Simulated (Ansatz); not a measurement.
One change: `O[SiH2][GeH2][F]` becomes `[F][GeH2][SiH2][SiH3]`.

Ansatz, PBE0-D4/def2-TZVP geometries, multiplicity 1. Each molecule was computed in one conformer, which needn't be the lowest.

Scalar relativity is left out up to krypton.

| property | `O[SiH2][GeH2][F]` |
| --- | --- |
| HOMO–LUMO gap (B3LYP/def2-TZVPP) / eV | 6.66 |
| HOMO energy (B3LYP/def2-TZVPP) / eV | -8.07 |
| HOMO energy (PBE0/def2-TZVPP) / eV | -8.26 |
| LUMO energy (B3LYP/def2-TZVPP) / eV | -1.41 |
| HOMO–LUMO gap (ωB97M-V/def2-TZVPP) / eV | 10.94 |
| size of the dipole moment (B3LYP/def2-TZVPP) / D | 1.97 |

Q: Give the same properties after the change, and the shifts. (Estimate.)

A: The calculation gave: 
| property | `[F][GeH2][SiH2][SiH3]` | shift |
| --- | --- | --- |
| HOMO–LUMO gap (B3LYP/def2-TZVPP) / eV | 6.94 | 0.28 |
| HOMO energy (B3LYP/def2-TZVPP) / eV | -7.93 | 0.14 |
| HOMO energy (PBE0/def2-TZVPP) / eV | -8.13 | 0.13 |
| LUMO energy (B3LYP/def2-TZVPP) / eV | -1.00 | 0.41 |
| HOMO–LUMO gap (ωB97M-V/def2-TZVPP) / eV | 11.07 | 0.13 |
| size of the dipole moment (B3LYP/def2-TZVPP) / D | 2.11 | 0.14 |

With PBE0 the HOMO rises by 0.13 eV and the LUMO rises by 0.37 eV, so the gap widens by about 0.24 eV. PBE moves the HOMO by 0.02 eV and ωB97M-V by 0.22 eV. Dipoles are sizes alone; their direction can turn.

B3LYP here is the variant with VWN-RPA as its local correlation; programs differ in this.
